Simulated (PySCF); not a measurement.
# Correlation energy of Hf⁺ (hafnium, charge +1)

[Xe] 4f14 5d1 6s1 6p1, one real determinant (an excited configuration). Calculation: PySCF 2.14, in x2c-TZVPPall (11s7p7d3f1g, 97 functions); the spin-free X2C one-electron Hamiltonian (Gaussian nucleus). Frozen: [Kr] 4d10 4f14; 11 electrons correlated.

MP2 pair energies summed by pair of shells (mhartree):

```json
{"pair": "5p-5p", "energy": "-98.25", "share (%)": "55.9"}
{"pair": "5p-5d", "energy": "-22.07", "share (%)": "12.5"}
{"pair": "5s-5p", "energy": "-17.90", "share (%)": "10.2"}
{"pair": "5p-6s", "energy": "-15.06", "share (%)": "8.6"}
{"pair": "5p-6p", "energy": "-6.94", "share (%)": "3.9"}
{"pair": "5s-5s", "energy": "-4.80", "share (%)": "2.7"}
{"pair": "5d-6s", "energy": "-3.02", "share (%)": "1.7"}
{"pair": "5d-6p", "energy": "-2.37", "share (%)": "1.3"}
{"pair": "5s-5d", "energy": "-2.34", "share (%)": "1.3"}
{"pair": "6s-6p", "energy": "-1.65", "share (%)": "0.9"}
{"pair": "5s-6s", "energy": "-1.00", "share (%)": "0.6"}
{"pair": "5s-6p", "energy": "-0.44", "share (%)": "0.2"}
```

Total MP2 correlation energy: -175.85 mhartree.

Same-spin part -57.02 and opposite-spin part -118.82 mhartree; SCS-MP2 scales them by 1/3 and 6/5 to -161.60 mhartree.

The basis was made for the ground configuration and has no added diffuse functions, which can raise the energy of the promoted electron.

The reference is one real determinant that mixes LS terms of this configuration.

This basis was not built for core-valence correlation, so the inner-shell part is incomplete.
